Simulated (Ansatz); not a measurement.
## Interaction energy ladder

The pair of OH⁻ (SMILES [OH-], atoms 1–2) and HBr (SMILES Br, atoms 3–4), both closed shells, in one local arrangement (a lower one may exist), relaxed at PBE0-D4/def2-TZVPD:

```xyz
4
angstrom
O -0.0851 0.6039 -1.4336
H 0.3175 -0.1714 -1.8377
Br -0.1045 -0.0323 0.9112
H -0.1280 -0.4001 2.3601
```

Program: Ansatz 0.2.0. Basis: def2-TZVPPD, with def2-QZVPPD for the basis limit. Cores are frozen in the correlated methods. Filled d shells of the heavier atoms are correlated. The def2 sets are not built for correlating such inner shells, so the correlated values are less sure here. B3LYP uses VWN-RPA correlation. Extrapolation: Hartree–Fock as exp(−7.88 √X), correlation as X^−2.97. Interaction energies count from these two fragments, frozen as in the pair, with the counterpoise correction; negative means bound.

Q: What is the interaction energy by CCSD(T) at an estimated basis limit (MP2 extrapolated from triple and quadruple zeta, plus CCSD(T) − MP2 in triple zeta)? (An estimate is asked for; the value comes from the calculation.)

A: The calculation gives: -12.87 kcal/mol. Hartree–Fock alone gives -7.33 kcal/mol at the basis limit. It counts from the two fragments frozen as in the pair.

The same quantity by other methods in triple zeta, and each one's difference from that estimate:
```
   method  E_int (kcal/mol)  difference
   PBE-D4            -18.45       -5.58
revPBE-D4            -16.97       -4.10
  BLYP-D4            -16.53       -3.66
r2SCAN-D4            -17.70       -4.84
   B97M-V            -16.77       -3.90
  PBE0-D4            -16.34       -3.48
 B3LYP-D4            -15.37       -2.50
 HSE06-D4            -16.55       -3.69
  wB97X-V            -12.68        0.19
  wB97M-V            -13.03       -0.17
   B2PLYP            -13.14       -0.27
       HF             -7.08        5.79
      MP2            -11.14        1.73
     CCSD            -10.37        2.50
  CCSD(T)            -11.46        1.41
```
Differences are method less estimate.

Q: Which atoms make the shortest contact between the fragments?

A: O1 and Br3, 2.43 Å apart.

Energy to bend the free fragments (PBE0-D4 minima) into their shapes in the pair, CCSD(T)/def2-TZVPPD: OH⁻ 0.00 kcal/mol; HBr 1.67 kcal/mol. This must be added to the interaction energy to get the binding energy from relaxed fragments.

Basis-set superposition shift (counterpoise-corrected less uncorrected): CCSD(T) 1.14; MP2 1.08; HF 0.07; PBE0-D4 0.19; wB97M-V 0.14 kcal/mol.

No T1 diagnostic of these runs exceeds 0.026.

For scale, one of the runs: CCSD(T)/def2-TZVPPD, 131 basis functions (an equivalent command: `ansatz run in.yaml --threads 2`). Hardware: 2 CPU threads, shared host. Wall time about 7 s.
